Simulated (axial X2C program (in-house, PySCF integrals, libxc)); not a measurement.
TaF: from the spin-free to the two-component result

Calculated with an in-house all-electron X2C program for linear molecules (integrals from PySCF). Spin-free means the one-electron spin-free X2C Hamiltonian; two-component (2c) means X2C with spin–orbit coupling and atomic mean-field two-electron Coulomb and Gaunt terms, so the difference of the two also holds small scalar two-electron terms. Basis: Ta dyall-v3z [13s14p9d7f2g], F dyall-v3z [6s5p2d1f] (cores contracted in-house); Gaussian nuclei, density fitting, unrestricted open shells. Masses: Ta 180.948 u, F 18.998 u.

Spin-free state: M_S = 1, Λ = 0 (beyond evenly filled blocks: δ+α, δ-α); fragments Ta + F.

```json
{"level": "PBE0", "Re (Å)": "1.804", "ωe (cm⁻¹)": "727.0", "De (eV)": "6.197", "μ (D)": "-0.87"}
{"level": "B97-3", "Re (Å)": "1.812", "ωe (cm⁻¹)": "713.4", "De (eV)": "6.081", "μ (D)": "-1.07"}
{"level": "PBEsol", "Re (Å)": "1.792", "ωe (cm⁻¹)": "742.7", "De (eV)": "7.016", "μ (D)": "-0.77"}
```

Dipoles are positive if F is the positive end.

Two-component determinant lowest at the distance of the search:

Ω = 1 (⟨Sz⟩ = 0.98, ⟨Lz⟩ = 0.02 at PBE0); fragments Ta + F.

```csv
level,Re (Å),ωe (cm⁻¹),μ (D)
PBE0,1.805,721.8,-0.85
B97-3,1.814,708.4,-1.05
PBEsol,1.793,740.4,-0.79
```

(1) From the two tables, how do the constants change at the PBE0 level (2c against spin-free)?

The state is a single determinant with fixed occupations, the lowest that a limited PBE0 search found. De is counted from the lowest determinant-based energies of the atoms at the same level, without counterpoise correction. De is not given where an atomic determinant may have missed its ground term or J level, or where the truncated virtual space spoils (T). Density functionals use the spin component along the axis (collinear). PBE0 can misorder states that lie within some tenths of an eV, so this need not be the ground state of the molecule. The nearest other spin-free determinant of the search, M_S = 2, Λ = 1, lies 0.37 eV up at the distance of the search. Without a current term, density functionals place determinants with orbital angular momentum somewhat too high. With several unpaired electrons one determinant need not be a pure state. Open-shell Ω = 0 determinants with evenly filled partner blocks cannot be reached by this program, so the Ω shown need not be the lowest component. The determinant is spin-polarised beyond a pure state at some levels (its spin-free form has ⟨S²⟩ too high), which makes Re and μ there less reliable.

Results:

(1) At the PBE0 level Re goes up by 0.001 Å and ωe decreases by 5.2 cm⁻¹.
